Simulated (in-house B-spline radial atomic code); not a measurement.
Bi⁶⁺: [Kr] (4d3/2)4 (4d5/2)5 4f14 5s2 5p6 5d10 (with a hole in an inner shell)

Method: Dirac-Hartree-Fock, average of the jj configuration, Fermi nucleus of rms radius 5.5211 fm. Calculated with a radial B-spline atomic code at the basis-set limit.

Effective charges: Z_r = [3n² - l(l+1)]/(2<r>) from the radius, Z_e = n√(-2ε) from the energy, and Slater's rules. Values are occupation-weighted means over j. An effective charge above Z reflects the relativistic contraction of the inner shells.

| shell | electrons | ε (eV) | <r> (bohr) | Z_r | Z_e | Slater |
| --- | --- | --- | --- | --- | --- | --- |
| 1s | 2 | -91242 | 0.01579 | 94.97 | 81.89 | 82.70 |
| 2s | 2 | -16627 | 0.06575 | 91.26 | 69.92 | 78.85 |
| 2p | 6 | -14400 | 0.05996 | 83.40 | 65.07 | 78.85 |
| 3s | 2 | -4158.1 | 0.1707 | 79.09 | 52.45 | 71.75 |
| 3p | 6 | -3502.5 | 0.1723 | 72.54 | 48.13 | 71.75 |
| 3d | 10 | -2767.6 | 0.1576 | 66.61 | 42.79 | 61.85 |
| 4s | 2 | -1062.2 | 0.3758 | 63.86 | 35.34 | 55.25 |
| 4p | 6 | -839.97 | 0.3986 | 57.70 | 31.43 | 55.25 |
| 4d | 9 | -566.79 | 0.4199 | 50.02 | 25.82 | 44.20 |
| 4f | 14 | -268.05 | 0.4333 | 41.54 | 17.75 | 33.45 |
| 5s | 2 | -261.4 | 0.8294 | 45.21 | 21.92 | 26.20 |
| 5p | 6 | -194.62 | 0.9277 | 39.35 | 18.91 | 26.20 |
| 5d | 10 | -110.03 | 1.136 | 30.36 | 14.22 | 12.85 |

The least bound orbital is 5d5/2 at -108.5 eV, and it is also the most diffuse (<r> = 1.149 bohr). The part-filled 4d shell lies below the filled 5d shell in orbital energy.

For the 1s electron the small component carries 10.1 % of the norm, the zero-frequency Breit interaction raises the level by 358 eV, self-energy by 233.5 eV, and vacuum polarisation lowers it by 50.59 eV.

The density falls to 0.001 bohr⁻³ at 2.694 bohr; Σ<r²> = 28.995 bohr² gives, by the non-relativistic formula and without the paramagnetism of open shells, a Langevin diamagnetic susceptibility of -22.96×10⁻⁶ cm³/mol.
